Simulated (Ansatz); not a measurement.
HS2 (SMILES [S]S) moved off its minimum; all values from Ansatz (an electronic-structure program), cores frozen in correlated methods. Open shells are unrestricted.
(charge 0, multiplicity 2)
```xyz
3

S      0.8880    -0.5819    -0.0213
S     -0.8714     0.5431     0.0446
H     -1.5930    -0.6410     0.0650
```

Forces at r2SCAN/def2-TZVPP (eV/Å):

```tsv
atom	Fx	Fy	Fz
S1	-1.085	1.213	0.043
S2	1.159	-2.356	-0.050
H3	-0.073	1.144	0.007
```

Task: Give the forces (eV/Å), the total energy and the dipole at CCSD(T)/aug-cc-pV(T+d)Z.

Result: 
| atom | Fx | Fy | Fz |
|---|---|---|---|
| S1 | -0.879 | 1.046 | 0.035 |
| S2 | 0.871 | -2.239 | -0.040 |
| H3 | 0.008 | 1.193 | 0.005 |
Energy -796.0568 hartree, dipole 1.38 D.
